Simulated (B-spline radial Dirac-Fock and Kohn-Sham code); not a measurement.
# Two-hole binding energies of Pb⁺

System: Pb⁺, configuration [Xe] 4f14 5d10 6s2 6p1, inside a Watson sphere of charge -1 and radius 1.6 Å (a model of the Madelung potential; inside it an electron's potential energy is raised by 9.0 eV).

Input file task.json (cfg lists n, l and occupation; rrms is the nuclear radius in fm):

```json
{"items": [{
  "Z": 82,
  "q": 1,
  "cfg": [[1, 0, 2], [2, 0, 2], [2, 1, 6], [3, 0, 2], [3, 1, 6], [3, 2, 10], [4, 0, 2], [4, 1, 6], [4, 2, 10], [4, 3, 14], [5, 0, 2], [5, 1, 6], [5, 2, 10], [6, 0, 2], [6, 1, 1]],
  "A": 208,
  "rrms": 5.5012,
  "watson": [-1, 1.6],
  "do": ["binding", "quiet", "double"]
}]}
```

Command: `python xray_run.py task.json out`

Level of theory: Dirac-Fock energy differences between relaxed states, corrected for Breit and QED terms; an atomic code on a B-spline grid. U is the two-hole binding energy less the two single-hole energies, the effective repulsion of the holes after relaxation. Each two-hole energy is an average over J within one jj subconfiguration.

| holes | E(a) (eV) | E(b) (eV) | E(ab) (eV) | U (eV) |
| --- | --- | --- | --- | --- |
| 1s⁻¹ 3p1/2⁻¹ | 88006.9 | 3566.9 | 91719.8 | 146.0 |
| 1s⁻¹ 3d3/2⁻¹ | 88006.9 | 2594.2 | 90717.0 | 115.8 |
| 1s⁻¹ 3d5/2⁻¹ | 88006.9 | 2492.1 | 90608.7 | 109.6 |
| 2p1/2⁻¹ 2p3/2⁻¹ | 15206.7 | 13042.2 | 28527.8 | 278.9 |
| 2s⁻¹ 3p1/2⁻¹ | 15874.8 | 3566.9 | 19550.8 | 109.1 |
| 2p1/2⁻¹ 3d3/2⁻¹ | 15206.7 | 2594.2 | 17911.5 | 110.6 |
| 2p1/2⁻¹ 3d5/2⁻¹ | 15206.7 | 2492.1 | 17809.1 | 110.3 |
| 2p3/2⁻¹ 3s⁻¹ | 13042.2 | 3865.4 | 17008.4 | 100.8 |
| 2p3/2⁻¹ 3d3/2⁻¹ | 13042.2 | 2594.2 | 15750.2 | 113.8 |
| 3p1/2⁻¹ 3p3/2⁻¹ | 3566.9 | 3078.9 | ? | ? |
| 3d5/2⁻² | 2492.1 | 2492.1 | 5065.0 | 80.8 |
| 4d3/2⁻¹ 4d5/2⁻¹ | 446.3 | 423.9 | 901.1 | 30.8 |
| 4f5/2⁻² | 148.7 | 148.7 | 326.9 | 29.6 |
| 5p1/2⁻¹ 5p3/2⁻¹ | 115.8 | 93.66 | 226.2 | 16.7 |

Problem. Give the missing two-hole energy and U.

Solution. E(ab) = 6716.2 eV and U = 70.4 eV.

Values without a named source are computed, but for edge energies of neutral atoms, which are taken from tables.
